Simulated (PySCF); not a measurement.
# Indirect couplings

Geometry:
| atom | x (Å) | y (Å) | z (Å) |
| --- | --- | --- | --- |
| C1 | -2.312 | 0.527 | 0.581 |
| C2 | -1.398 | 0.049 | -0.545 |
| C3 | 0.018 | -0.163 | -0.087 |
| C4 | 0.961 | 0.868 | -0.081 |
| C5 | 2.243 | 0.624 | 0.400 |
| C6 | 2.544 | -0.656 | 0.865 |
| N7 | 1.663 | -1.653 | 0.866 |
| C8 | 0.443 | -1.405 | 0.403 |
| H9 | -3.341 | 0.679 | 0.221 |
| H10 | -2.343 | -0.205 | 1.402 |
| H11 | -1.956 | 1.480 | 1.002 |
| H12 | -1.409 | 0.782 | -1.368 |
| H13 | -1.789 | -0.893 | -0.963 |
| H14 | 0.689 | 1.860 | -0.457 |
| H15 | 3.002 | 1.410 | 0.413 |
| H16 | 3.544 | -0.884 | 1.251 |
| H17 | -0.261 | -2.247 | 0.410 |

Method: B3LYP/pcJ-1 (spin–dipole term only in couplings to heteroatoms)//PBE0-D3(BJ)/def2-SVP, PySCF; isolated molecule, single conformer, non-relativistic. Couplings are averaged over pairs made equivalent by symmetry, fast rotation or ring inversion, so a value needn't be that of the named pair in this geometry, while other rotamers aren't included; one pair stands for each set, and the list holds a selection of those of at least 0.8 Hz over up to four bonds.

Isotopes: ¹³C, ¹H, ¹⁵N.

```tsv
pair	bonds	J (Hz)
C1, C2	1	35.2
C1, H9	1	?
C2, C3	1	46.5
C2, H12	1	?
C3, C4	1	60.0
C3, C8	1	58.5
C4, C5	1	?
C4, H14	1	164.4
C5, C6	1	59.0
C5, H15	1	169.4
C6, H16	1	186.8
C8, H17	1	?
C4, H15	2	1.5
C5, N7	2	2.5
N7, H17	2	-12.7
H12, H13	2	-14.2
C1, C8	3	?
C3, H15	3	6.6
C4, N7	3	-3.8
C4, H12	3	6.4
C6, H14	3	?
C8, H14	3	?
C1, C5	4	-1.1
C1, H14	4	-0.9
C2, C6	4	-0.8
H14, H17	4	?
```

Estimate the withheld couplings, with signs.

## Answers


- ¹J(C1,H9) = 133.9 Hz (bond length 1.101 Å, sp3 carbon)
- ¹J(C2,H12) = 132.6 Hz (bond length 1.102 Å, sp3 carbon)
- ¹J(C4,C5) = 60.3 Hz (bond length 1.392 Å)
- ¹J(C8,H17) = 183.2 Hz (bond length 1.098 Å, sp2 carbon)
- ³J(C1,C8) = 1.4 Hz (dihedral angle 90°)
- ³J(C6,H14) = 7.0 Hz (dihedral angle 180°)
- ³J(C8,H14) = 6.0 Hz (dihedral angle 180°)
- ⁴J(H14,H17) = 2.3 Hz
